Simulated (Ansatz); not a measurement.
`N[Si](O)([SiH3])Cl` + NH₃ → `N[Si](N)(O)Cl` + SiH₄  (cleavage of the Si–Si bond)

Program: Ansatz. Geometries: PBE0-D4/def2-TZVP. ΔE: electronic, gas phase. CCSD(T)/CBS adds triple-zeta CCSD(T) − MP2 to the extrapolated MP2 energy (def2 sets, frozen cores). This one scheme is used for every species. DFT in def2-TZVPP. B3LYP here is the variant with VWN-RPA as its local correlation; programs differ in this. One conformer a species, not always the lowest.

`N[Si](O)([SiH3])Cl`:

Cartesian coordinates in Å:
```
N -0.477 -1.550 0.896
Si 0.002 -0.534 -0.374
O -1.138 -0.465 -1.556
Si 0.530 1.592 0.440
Cl 1.702 -1.367 -1.211
H -1.153 -1.238 1.574
H -0.488 -2.552 0.785
H -0.887 -0.074 -2.395
H -0.590 2.109 1.276
H 1.766 1.552 1.264
H 0.734 2.527 -0.699
```

NH₃:

```xyz
4

N    -0.072   -0.224    0.155
H     0.528   -0.479   -0.621
H    -0.884    0.237   -0.236
H     0.428    0.466    0.702
```

`N[Si](N)(O)Cl`:

Cartesian coordinates in Å:
```
N -1.065 1.122 -0.263
Si 0.207 0.095 0.156
N -0.295 -1.502 -0.102
O 1.480 0.691 -0.683
Cl 0.805 0.084 2.146
H -2.004 0.930 0.038
H -0.902 2.099 -0.436
H 0.061 -2.261 0.453
H -0.635 -1.800 -1.001
H 2.348 0.541 -0.307
```

SiH₄:

```xyz
5

Si    0.000    0.000    0.000
H    -0.482    1.339    0.421
H     1.478   -0.056    0.126
H    -0.386   -0.243   -1.413
H    -0.611   -1.040    0.866
```

```tsv
level	ΔE (kJ/mol)
B3LYP-D4	-83.7
HF/def2-SVP	-105.7
```

Task: What does CCSD(T)/CBS give? (Estimate.)

Result: Ansatz gave: -85.8 kJ/mol. The listed levels differ from it by 2.1, -19.9 kJ/mol.

Task: What do rigid-rotor, harmonic-oscillator terms from PBE0-D4/def2-TZVP frequencies (298.15 K, 1 bar) make of the CCSD(T)/CBS value? (An estimate is asked.)

Result: Computed: ΔZPE = -2.5 kJ/mol, ΔH = -92.0 kJ/mol, ΔS = -34 J/(mol·K), ΔG = -81.8 kJ/mol. Modes under 50 cm⁻¹ make the entropy rough.

Largest T1 diagnostic among the species: 0.012.

From r2SCAN to r2SCAN0 (25 % exact exchange), in def2-TZVPP and without D4, ΔE moves by −4.4 kJ/mol. In def2-TZVPP, CCSD(T) changes the Hartree–Fock value by +19.2 kJ/mol (the triples alone add +3.1 kJ/mol) and MP2 by +13.6 kJ/mol.

CCSD(T)/CBS has its own doubt, a few kJ/mol and more with outer-core shells, so smaller differences from it don't rank the levels.
